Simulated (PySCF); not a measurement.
I3Ti, neutral, multiplicity 2. Atoms are numbered in the order given.

```xyz
4

Ti     0.0000     0.0000     0.0000
I      2.5596     0.0000     0.0000
I     -1.2798    -2.2167     0.0000
I     -1.2798     2.2167     0.0000
```
Charge 0, spin multiplicity 2.

Coordinates come from a PBE-D3(BJ)/def2-SVP optimisation. The spin state was assumed, not searched. The isomer is the one that the SMILES or the coordinates give; other isomers of the formula were not compared. The def2 effective core potentials stand for the cores of I; spin–orbit coupling is left out.

Method: PBE-D3(BJ)/def2-SVP run with PySCF 2.14.0.

Frequencies are harmonic and unscaled.

Modes within 1.5 cm⁻¹ of each other (mostly degenerate sets) share a row, with their intensities summed.

```csv
mode,ν (cm⁻¹),IR (km/mol),moving atoms (share of kinetic energy)
1–2,42,0.1,I 93 %
3,52,4.4,"Ti 89 %, I 11 %"
4,152,0.0,I 100 %
5–6,334,145.9,"Ti 82 %, I 18 %"
```
